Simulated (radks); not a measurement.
Results of a calculation; reference values are marked as such.
Ionisation of neutral silver, [Kr] 4d10 5s1, to Ag+, [Kr] 4d10, under several functionals. Dirac Kohn-Sham, spin-unpolarised, spherical densities, finite nucleus; a radial shooting solver on a logarithmic mesh with Libxc functionals. The NIST Atomic Spectra Database gives 7.576 eV (measured). Rank these functionals by the error of their Delta-SCF ionisation energy: exchange-only LDA; BLYP; RPBE; LDA (Slater exchange, Perdew-Wang correlation); revPBE; PBEsol; HCTH/407; PBE; OLYP; PW91; B86b exchange with PBE correlation.

Answer. From best to worst: revPBE 7.620 eV (+0.044); RPBE 7.633 eV (+0.056); OLYP 7.436 eV (-0.141); PBEsol 7.748 eV (+0.172); HCTH/407 7.749 eV (+0.172); PBE 7.759 eV (+0.183); B86b exchange with PBE correlation 7.778 eV (+0.202); PW91 7.827 eV (+0.251); BLYP 7.873 eV (+0.296); exchange-only LDA 7.106 eV (-0.470); LDA (Slater exchange, Perdew-Wang correlation) 8.097 eV (+0.521). Spin polarisation and multiplet splitting are left out, so open shells lie too high by an amount that depends on their filling.

Beside tabulated values, note that spin-unpolarised runs miss the spin-polarisation part of the exchange energy of open shells.
